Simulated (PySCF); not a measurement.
One of the candidates below gave these computed data.

All candidates are C7H6FS (charge +1).

| technique | computed result |
| --- | --- |
| Polarisability | 103.3 au [CAM-B3LYP/def2-SVPD] |
| Rotational structure | rotational constants A, B, C: 2.430, 1.128, 0.770 GHz [GFN2-xTB] |
| UV, first state | lowest singlet excitation: 4.04 eV (307 nm, f = 0.465) [TDDFT CAM-B3LYP/def2-SVPD] |
| 13C NMR | chemical shifts (computed TMS as zero) by class: 170.3 (1 C), 158.6 (1 C), 158.5 (1 C), 155.5 (1 C), 150.2 (1 C), 138.9 (1 C), 132.0 (1 C) ppm [GIAO PBE0/pcSseg-1] |
| 1H NMR | chemical shifts (computed TMS as zero) by class: 9.33 (1 H), 9.30 (1 H), 9.26 (1 H), 7.99 (1 H), 7.92 (1 H), 7.90 (1 H) ppm [GIAO PBE0/pcSseg-1] |
| Triplet | lowest triplet excitation (Tamm–Dancoff): 2.36 eV [TDA CAM-B3LYP/def2-SVPD] |
| NMR, other nuclei | isotropic shieldings of nuclei other than C and H, by class: 257 (1 F), 181 (1 S) ppm [GIAO PBE0/pcSseg-1] |

The electronic properties come from PySCF, for the isolated species, density fitting. Levels stand in brackets. Isolated species at its GFN2-xTB geometry (one conformer only). GFN2-xTB frequencies show an imaginary mode (25i cm⁻¹), so this geometry is no minimum at that level. Each NMR value is the plain mean over a class of atoms that symmetry, rotation or inversion makes alike.

Question: Which candidate is it?
A. `C=C(F)c1cc[s+]cc1`
B. `C=Cc1cccc(F)[s+]1`
C. `C=Cc1cc[s+]cc1F`

Answer: C. It is `C=Cc1cc[s+]cc1F`. Numbering: `[CH2:1]=[CH:2][c:3]1[cH:4][cH:5][s+:6][cH:7][c:8]1[F:9]`. 7 carbons fall into 7 classes; from least to most shielded: aromatic C–F carbon [C8] (170.3 ppm), terminal =CH2 carbon [C1] (158.6 ppm), aromatic CH next to a ring sulfur [C5] (158.5 ppm), substituted aromatic carbon [C3] (155.5 ppm), aromatic CH next to a ring sulfur [C7] (150.2 ppm), aromatic CH carbon [C4] (138.9 ppm), alkene CH carbon [C2] (132.0 ppm). Hydrogen classes from least to most shielded: 1 H on an aromatic CH next to a ring sulfur, C7 (9.33 ppm), 1 H on an aromatic CH carbon, C4 (9.30 ppm), 1 H on an aromatic CH next to a ring sulfur, C5 (9.26 ppm), 1 H on a terminal =CH2 carbon, C1 (7.99 ppm), 1 H on an alkene CH carbon, C2 (7.92 ppm), 1 H on a terminal =CH2 carbon, C1 (7.90 ppm). The other shieldings belong to: 257 ppm, aryl fluorine [F9]; 181 ppm, ring sulfur [S6]. S1 is mainly HOMO→LUMO (weight 0.96); the largest Löwdin shares of the orbital it empties are 0.25 on the terminal =CH2 carbon, 0.24 on the alkene CH carbon, 0.14 on the ring sulfur and 0.08 on the aromatic C–F carbon, of the orbital it fills 0.20 on the ring sulfur, 0.19 on the substituted aromatic carbon, 0.15 on an aromatic CH next to a ring sulfur and 0.12 on an aromatic CH next to a ring sulfur. The optimised geometry has point group Cs and is an asymmetric top.

The others, at the same levels:
- `C=C(F)c1cc[s+]cc1` fails: it has 5 carbon classes against 7; its computed 13C shifts are 167.5 (1 C), 165.1 (2 C), 157.6 (1 C), 136.7 (2 C), 130.8 (1 C) ppm, 1H shifts are 9.64 (2 H), 9.16 (2 H), 7.38 (1 H), 7.23 (1 H) ppm and rotational constant A is 3.527 GHz (against 2.430 GHz).
- `C=Cc1cccc(F)[s+]1` fails: its computed 13C shifts are 196.2 (1 C), 178.6 (1 C), 162.4 (1 C), 151.7 (1 C), 135.8 (1 C), 130.5 (1 C), 127.5 (1 C) ppm, 1H shifts are 9.09 (1 H), 8.94 (1 H), 8.41 (1 H), 7.87 (1 H), 7.58 (1 H), 7.32 (1 H) ppm and lowest singlet excitation is 3.83 eV (324 nm, f = 0.288) (against 4.04 eV).

Each candidate is one conformer, not necessarily the lowest. The conformers computed, where there is a choice (atom-mapped SMILES and torsion angles):
- `[CH2:1]=[CH:2][c:3]1[cH:4][cH:5][s+:6][cH:7][c:8]1[F:9]`: C1–C2–C3–C4 0°
- `[CH2:1]=[C:2]([F:3])[c:4]1[cH:5][cH:6][s+:7][cH:8][cH:9]1`: C1–C2–C4–C5 0°
- `[CH2:1]=[CH:2][c:3]1[cH:4][cH:5][cH:6][c:7]([F:8])[s+:9]1`: C1–C2–C3–C4 0°
